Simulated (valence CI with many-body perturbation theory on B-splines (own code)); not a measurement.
Which ion has this spectrum?

A relativistic CI+MBPT calculation for an atom or ion with 33 electrons gives these levels (cm⁻¹):

```csv
J,Parity,E,g
3/2,odd,0,1.40
3/2,odd,309875,1.44
5/2,odd,344975,1.20
1/2,odd,389201,0.66
3/2,odd,704680,1.29
5/2,even,888686,1.50
3/2,even,937343,0.94
1/2,even,994568,2.21
3/2,even,1027789,1.04
5/2,even,1080104,1.19
3/2,even,1218771,1.43
5/2,even,1252666,1.16
3/2,even,1258281,1.02
1/2,even,1259307,0.45
```

The energies are calculated, and their last digits are not significant.

Q: Which is it?
A. Ho34+
B. Sm29+
C. Tb32+
D. Gd31+

A: D. Gd31+, ground level (4s^2 4p1/2^2 4p3/2) J=3/2.
